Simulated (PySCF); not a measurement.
Method: PBE-D3(BJ)/def2-TZVP // PBE0-D4/def2-SVP (PySCF). Gas-phase values, no solvent. One relaxed conformer stands for a flexible species; it need not be the lowest. Excitations are Tamm–Dancoff values on a coarser integration grid. The basis has no diffuse functions, so Rydberg states are missing or too high.

Reference species (SMILES): `Bc1cc(c2c(c1)scc2)B` (neutral, multiplicity 1).

| Quantity | Result |
|---|---|
| T1 excitation (TDA) | 2.52 eV |
| LUMO | -3.31 eV |

Changed species: `Bc1ccc2c(B)csc2c1`.

**Question.** Predict the effect on the T1 excitation (TDA) and LUMO.

**Answer.** the T1 excitation (TDA) rises by 0.19 eV, to 2.71 eV; the LUMO rises by 0.15 eV, to -3.16 eV.
